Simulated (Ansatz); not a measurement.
`CBC(C)C` + `[SbH3]` → `C[BH][SbH2]` + `CCC` at 700 K and 1 bar (formal exchange of groups at a B–C bond).

Calculated with Ansatz (gas phase, PBE0-D4/def2-TZVP geometries, no zero-point term in ΔE). CBS: MP2 limit from def2 TZ/QZ plus the TZ coupled-cluster correction, frozen cores. def2 core potentials past Kr. For Sb outer-core shells are correlated without core-valence functions, which leaves a few kJ/mol of doubt a bond. Each species was taken in one conformer, which may not be the lowest.

| species | CCSD(T)/CBS energy (Eh) | H − E (kJ/mol) | S (J/(mol·K)) |
| --- | --- | --- | --- |
| `CBC(C)C` | -183.62972 | 466.1 | 505.3 |
| `[SbH3]` | -241.78682 | 81.5 | 275.4 |
| `C[BH][SbH2]` | -306.44336 | 227.5 | 423.0 |
| `CCC` | -118.98051 | 329.4 | 356.3 |

H − E and S are ideal-gas, rigid-rotor, harmonic terms from PBE0-D4/def2-TZVP, for one conformer and one mirror image of each species. 1 Eh = 2625.50 kJ/mol, R = 8.31446 J/(mol·K).

Q: By hand: ΔE, ΔH, ΔS and ΔG.

A: ΔE = (-306.44336) + (-118.98051) − (-183.62972) − (-241.78682) = -0.00733 Eh = -19.2 kJ/mol. Δ(H − E) = 227.5 + 329.4 − 466.1 − 81.5 = 9.3, so ΔH = -9.9 kJ/mol. ΔS = 423.0 + 356.3 − 505.3 − 275.4 = -1.4 J/(mol·K). ΔG = -9.9 − 700 × (-1.4)/1000 = -8.9 kJ/mol.

Q: By hand: the equilibrium constant, and the temperature at which ΔG would vanish if ΔH and ΔS stayed fixed.

A: log₁₀ K = −ΔG/(RT ln 10) = 0.7. ΔG = 0 at ΔH/ΔS = 7071 K, far beyond where these terms or the molecules hold.

The number of gas molecules stays the same, so ΔS is small and ΔH decides. A doubt of 5 kJ/mol in ΔE shifts log₁₀ K by 0.4 here. Other conformers and mirror images would add mixing entropy, several J/(mol·K) or more a flexible species. Modes under 60 cm⁻¹, often nearly free rotors, make the harmonic entropy too high. These are equilibria of isolated gas molecules and say nothing of rates. Largest T1 diagnostic: 0.014 (customary marks: 0.02 for closed shells, 0.045 for open ones).
